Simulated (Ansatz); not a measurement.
**SbH2Cl (SMILES [H][Sb]([H])[Cl]): the energy, rung by rung**

SbH2Cl has 4 atoms, charge 0, and is taken as a singlet. SMILES: `[H][Sb]([H])[Cl]`. The shape comes from GFN2-xTB, which is rough for such elements, and wasn't checked as a minimum.

```jsonl
{"atom": "Sb", "x (Å)": "0.0579", "y (Å)": "0.1138", "z (Å)": "0.8142"}
{"atom": "H", "x (Å)": "1.4517", "y (Å)": "0.1209", "z (Å)": "-0.1639"}
{"atom": "H", "x (Å)": "-0.5700", "y (Å)": "1.3384", "z (Å)": "-0.1883"}
{"atom": "Cl", "x (Å)": "-0.9396", "y (Å)": "-1.5731", "z (Å)": "-0.4620"}
```

Each level gives the energy change with the Sb1–H3 bond stretched from 1.703 to 2.554 Å (eV). The values are calculated.

| level | kind | program | value (eV) | less FCI/STO-3G | CPU time (all runs) |
| --- | --- | --- | --- | --- | --- |
| PBE/STO-3G (restricted) | GGA | Ansatz | 2.62 | +0.17 | 3.8 s |
| revPBE/STO-3G (restricted) | GGA | Ansatz | 2.56 | +0.11 | 3.8 s |
| BHLYP/STO-3G (restricted) | global hybrid | Ansatz | 3.34 | +0.89 | 4.1 s |
| PBE0/STO-3G (restricted) | global hybrid | Ansatz | 3.01 | +0.56 | 4 s |
| r2SCAN0/STO-3G (restricted) | hybrid meta-GGA | Ansatz | 3.15 | +0.70 | 9.8 s |
| wB97X/STO-3G (restricted) | range-separated hybrid | Ansatz | 3.30 | +0.85 | 15 s |
| RPA@PBE/STO-3G (restricted) | RPA | Ansatz | 2.64 | +0.19 | 5.4 s |
| CCSDT(Q)/STO-3G (restricted) | coupled cluster or CI | Ansatz | 2.45 | 0.00 | 1.5 s |
| FCI/STO-3G | exact in the basis | Ansatz | 2.45 | 0.00 | 2.2 s |

FCI/STO-3G is exact within its basis and frozen core, so for wave-function methods in that basis the difference is their error; functionals converge differently with the basis, so for them it is only a difference. All-electron rows without a relativistic Hamiltonian named are non-relativistic. The first shape isn't each level's own minimum. The values span 2.45 to 3.34 eV. All rows use very small basis sets, so even the best lies far from the true value. In the correlated wave-function rows the outer d shell of Sb is correlated, in sets not made for it. CPU times are rough (shared hosts, several kinds of processor): they show what a rung costs within a factor of a few.
